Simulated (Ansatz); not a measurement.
Two members of one family (Series SbX3), computed with Ansatz in the gas phase; def2 core potentials for I, Sb, no spin–orbit coupling. The two geometries come from different levels. Binding counts from free atoms in the multiplicity of their measured ground term, without zero-point energy. The structures are stationary points that may keep the symmetry of their start.

First: SbI3 (singlet, charge 0, PBE-D4/def2-SVP geometry).

Cartesian coordinates in Å:
```
Sb -0.444 -0.355 0.762
I -2.024 0.525 -1.328
I 1.299 -2.027 -0.585
I 1.169 1.857 1.150
```

```
               level  HOMO (eV)  LUMO (eV)  gap (eV)  binding per atom (eV)
     PBE-D4/def2-SVP      -6.46      -3.61      2.84                   1.92
r2SCANh-D4/def2-TZVP      -7.18      -3.31      3.87                   1.77
  B3LYP-D4/def2-TZVP      -7.31      -3.16      4.15                   1.81
    PBE0-D4/def2-SVP      -7.53      -3.05      4.48                   1.77
   PBE0-D4/def2-TZVP      -7.53      -2.98      4.55                   1.83
```

Second: SbBr3 (singlet, charge 0, r2SCAN-D4/def2-SVP geometry).

```xyz
4

Sb   -0.3859   -0.4188    0.7076
Br    1.0020   -1.7910   -0.9008
Br    1.2604    1.4492    1.1558
Br   -1.8765    0.7606   -0.9626
```

Problem. What does the change do? Estimate second minus first.

Solution. 
```tsv
level	Δ HOMO (eV)	Δ LUMO (eV)	Δ gap (eV)	Δ binding per atom (eV)
PBE-D4/def2-SVP	-0.48	0.62	1.10	0.36
r2SCANh-D4/def2-TZVP	-0.61	0.58	1.19	0.40
B3LYP-D4/def2-TZVP	-0.65	0.55	1.19	0.36
PBE0-D4/def2-SVP	-0.54	0.71	1.25	0.36
PBE0-D4/def2-TZVP	-0.64	0.58	1.22	0.37
```
